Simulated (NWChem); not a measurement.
The numbers come from NWChem runs, not from measurements. System: HBF₂O, charge 0, spin multiplicity 1, at a geometry optimised with PBE/def2-SVP. The structure started from a generated list of species. Level: PBE/STO-3G.

Job file:

```
start mol
memory heap 200 mb stack 900 mb global 1100 mb
geometry units angstroms nocenter noautoz
  B      0.012231     0.018913     0.000000
  F     -1.323821    -0.082662     0.000000
  F      0.553194     1.233646     0.000000
  O      0.820149    -1.069133     0.000000
  H      0.313295    -1.900352     0.000000
  symmetry group Cs
end
basis spherical
  * library sto-3g
end
dft
  xc xpbe96 cpbe96
  semidirect memsize 60000000 filesize 0
  iterations 100
end
task dft energy
```

NWChem printed:

```
             Northwest Computational Chemistry Package (NWChem) 7.3.0
             --------------------------------------------------------

                                NWChem Input Module
                                -------------------

 Scaling coordinates for geometry "geometry" by  1.889725989
 (inverse scale =  0.529177249)

 Turning off AUTOSYM since
 SYMMETRY directive was detected!

                             Geometry "geometry" -> ""
                             -------------------------

 Output coordinates in angstroms (scale by  1.889725989 to convert to a.u.)

  No.       Tag          Charge          X              Y              Z
 ---- ---------------- ---------- -------------- -------------- --------------
    1 B                    5.0000     0.01223100     0.01891300     0.00000000
    2 F                    9.0000    -1.32382100    -0.08266200     0.00000000
    3 F                    9.0000     0.55319400     1.23364600     0.00000000
    4 O                    8.0000     0.82014900    -1.06913300     0.00000000
    5 H                    1.0000     0.31329500    -1.90035200     0.00000000

 Effective nuclear repulsion energy (a.u.)     111.7479801666

            Nuclear Dipole moment (a.u.)
            ----------------------------
        X                 Y               Z
 ---------------- ---------------- ----------------
    -0.0000018897     0.0000094486     0.0000000000

      Symmetry information
      --------------------

 Group name             Cs
 Group number              2
 Group order               2
 No. of unique centers     5

      Symmetry unique atoms

     1    2    3    4    5


 Summary of "ao basis" -> "" (spherical)
 ------------------------------------------------------------------------------
       Tag                 Description            Shells   Functions and Types
 ---------------- ------------------------------  ------  ---------------------
 *                           sto-3g                   on all atoms

  pbe96 is a nonlocal functional; adding pw91lda local functional.

                                 NWChem DFT Module
                                 -----------------

 Summary of "ao basis" -> "ao basis" (spherical)
 ------------------------------------------------------------------------------
       Tag                 Description            Shells   Functions and Types
 ---------------- ------------------------------  ------  ---------------------
 B                           sto-3g                  3        5   2s1p
 F                           sto-3g                  3        5   2s1p
 O                           sto-3g                  3        5   2s1p
 H                           sto-3g                  1        1   1s

 Summary of "ao basis" -> "ao basis" (spherical)
 ------------------------------------------------------------------------------
       Tag                 Description            Shells   Functions and Types
 ---------------- ------------------------------  ------  ---------------------
 B                           sto-3g                  3        5   2s1p
 F                           sto-3g                  3        5   2s1p
 O                           sto-3g                  3        5   2s1p
 H                           sto-3g                  1        1   1s

      Symmetry analysis of basis
      --------------------------

        a'         17
        a"          4

            General Information
            -------------------
          SCF calculation type: DFT
[...]
------------------------------------------------------------

   convergence    iter        energy       DeltaE   RMS-Dens  Diis-err    time
 ---------------- ----- ----------------- --------- --------- ---------  ------
 d= 0,ls=0.0,diis     1   -295.7444725134 -4.07D+02  1.07D-01  1.04D+00     0.2
 d= 0,ls=0.0,diis     2   -295.6289605884  1.16D-01  6.06D-02  2.07D+00     0.3
 d= 0,ls=0.0,diis     3   -295.9450559115 -3.16D-01  1.22D-02  2.05D-02     0.3
 d= 0,ls=0.0,diis     4   -295.9457878041 -7.32D-04  5.92D-03  1.59D-02     0.4
 d= 0,ls=0.0,diis     5   -295.9484088997 -2.62D-03  4.73D-04  4.02D-05     0.4
  Resetting Diis
 d= 0,ls=0.0,diis     6   -295.9484149615 -6.06D-06  1.83D-04  1.33D-05     0.4
 d= 0,ls=0.0,diis     7   -295.9484171297 -2.17D-06  7.55D-05  3.81D-07     0.5
 d= 0,ls=0.0,diis     8   -295.9484170258  1.04D-07  4.89D-05  9.97D-07     0.5
 d= 0,ls=0.0,diis     9   -295.9484171940 -1.68D-07  5.48D-06  9.26D-09     0.6

         Total DFT energy =     -295.948417194034
      One electron energy =     -635.650214647032
           Coulomb energy =      261.909651603022
    Exchange-Corr. energy =      -33.955834316616
 Nuclear repulsion energy =      111.747980166592

 Numeric. integr. density =       31.999998017408

     Total iterative time =      0.5s

                  Occupations of the irreducible representations
                  ----------------------------------------------

                     irrep           alpha         beta
                     --------     --------     --------
                     a'               13.0         13.0
                     a"                3.0          3.0

                       DFT Final Molecular Orbital Analysis
                       ------------------------------------

 Vector   14  Occ=2.000000D+00  E=-1.527734D-01  Symmetry=a'
              MO Center=  3.6D-01,  5.1D-01,  8.8D-16, r^2= 1.9D+00
   Bfn.  Coefficient  Atom+Function         Bfn.  Coefficient  Atom+Function
  ----- ------------  ---------------      ----- ------------  ---------------
    13      0.736488  3 F  px                18      0.439019  4 O  px
     8      0.386270  2 F  px                14     -0.289817  3 F  py
    19     -0.171529  4 O  py                 9     -0.078395  2 F  py
    17      0.078572  4 O  s                  3      0.025870  1 B  px

 Vector   15  Occ=2.000000D+00  E=-1.415055D-01  Symmetry=a"
              MO Center=  4.8D-01, -5.9D-01, -1.8D-14, r^2= 1.6D+00
   Bfn.  Coefficient  Atom+Function         Bfn.  Coefficient  Atom+Function
  ----- ------------  ---------------      ----- ------------  ---------------
    20      0.837317  4 O  pz                15     -0.391745  3 F  pz
    10     -0.376428  2 F  pz                 5      0.054999  1 B  pz

 Vector   16  Occ=2.000000D+00  E=-1.411337D-01  Symmetry=a'
              MO Center= -6.0D-01, -6.6D-02,  1.7D-14, r^2= 1.8D+00
   Bfn.  Coefficient  Atom+Function         Bfn.  Coefficient  Atom+Function
  ----- ------------  ---------------      ----- ------------  ---------------
     9      0.812086  2 F  py                18     -0.401557  4 O  px
    13      0.398769  3 F  px                17     -0.146779  4 O  s
    19      0.066675  4 O  py                 8     -0.063865  2 F  px
    21      0.062779  5 H  s                  3      0.034991  1 B  px
    16      0.031337  4 O  s                  2      0.030996  1 B  s

 Vector   17  Occ=0.000000D+00  E= 1.652432D-01  Symmetry=a"
              MO Center=  3.4D-02, -2.9D-03,  4.4D-18, r^2= 1.4D+00
   Bfn.  Coefficient  Atom+Function         Bfn.  Coefficient  Atom+Function
  ----- ------------  ---------------      ----- ------------  ---------------
     5      0.900192  1 B  pz                20     -0.465205  4 O  pz
    15     -0.418975  3 F  pz                10     -0.413708  2 F  pz

 Vector   18  Occ=0.000000D+00  E= 2.687324D-01  Symmetry=a'
              MO Center=  3.8D-01, -1.2D+00, -1.1D-17, r^2= 1.6D+00
   Bfn.  Coefficient  Atom+Function         Bfn.  Coefficient  Atom+Function
  ----- ------------  ---------------      ----- ------------  ---------------
    21      0.988761  5 H  s                 17     -0.791656  4 O  s
     2      0.557628  1 B  s                 18      0.513491  4 O  px
    19      0.384625  4 O  py                14      0.315848  3 F  py
    12     -0.227675  3 F  s                  3      0.221551  1 B  px
     1     -0.125361  1 B  s                 16      0.121362  4 O  s

 Vector   19  Occ=0.000000D+00  E= 3.647353D-01  Symmetry=a'
              MO Center= -1.6D-01, -2.3D-01,  3.3D-17, r^2= 1.7D+00
   Bfn.  Coefficient  Atom+Function         Bfn.  Coefficient  Atom+Function
  ----- ------------  ---------------      ----- ------------  ---------------
     2      1.109760  1 B  s                  8     -0.564881  2 F  px
    19     -0.539087  4 O  py                21     -0.506302  5 H  s
     7     -0.473489  2 F  s                  3     -0.328495  1 B  px
    12     -0.292203  3 F  s                 14      0.271828  3 F  py
    13      0.247318  3 F  px                 1     -0.234536  1 B  s

 center of mass
 --------------
 x =  -0.03069160 y =   0.08757893 z =   0.00000000

 moments of inertia (a.u.)
 ------------------
         181.509391909685          -1.683593412795           0.000000000000
          -1.683593412795         178.377293855503           0.000000000000
           0.000000000000           0.000000000000         359.886685765188

     Multipole analysis of the density
     ---------------------------------

     L   x y z        total         alpha         beta         nuclear
     -   - - -        -----         -----         ----         -------
     0   0 0 0     -0.000000    -16.000000    -16.000000     32.000000

     1   1 0 0     -0.261142     -0.130570     -0.130570     -0.000002
     1   0 1 0     -0.495238     -0.247624     -0.247624      0.000009
     1   0 0 1      0.000000      0.000000      0.000000      0.000000

     2   2 0 0    -15.128574    -50.429178    -50.429178     85.729782
     2   1 1 0      0.485553      1.103624      1.103624     -1.721695
     2   1 0 1      0.000000      0.000000      0.000000      0.000000
     2   0 2 0    -11.538252    -53.114168    -53.114168     94.690085
     2   0 1 1      0.000000      0.000000      0.000000      0.000000
     2   0 0 2    -12.710709     -6.355355     -6.355355      0.000000

 Task  times  cpu:        0.6s     wall:        0.6s

 Total times  cpu:        0.6s     wall:        0.6s
```
